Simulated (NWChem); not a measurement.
# SiHOI, singlet; SMILES O[Si]I

```xyz
4

Si     0.6686     1.5701     0.0000
I     -0.0360    -0.8225     0.0000
O     -0.8303     2.2939     0.0000
H     -0.8107     3.2597     0.0000
```
Atoms are numbered in this order, from 1.

Computed with NWChem. Medium grid unless said otherwise, to which SCAN and Minnesota functionals are sensitive. Low-valent species are run as closed-shell singlets; no triplet was tried in these runs. Structure relaxed at the PBE0/def2-SVP level. def2 effective core potentials on I; no spin-orbit coupling.

Order these by “orbital gap (eV)”, lowest first: CAM-B3LYP/def2-SVP; LC-wPBE (HJS exchange hole, range parameter 0.4 per bohr)/def2-SVP; PBE/def2-SVP; B3LYP/def2-SVP.

PBE/def2-SVP (2.94), B3LYP/def2-SVP (4.37), CAM-B3LYP/def2-SVP (7.02), LC-wPBE (HJS exchange hole, range parameter 0.4 per bohr)/def2-SVP (9.29)
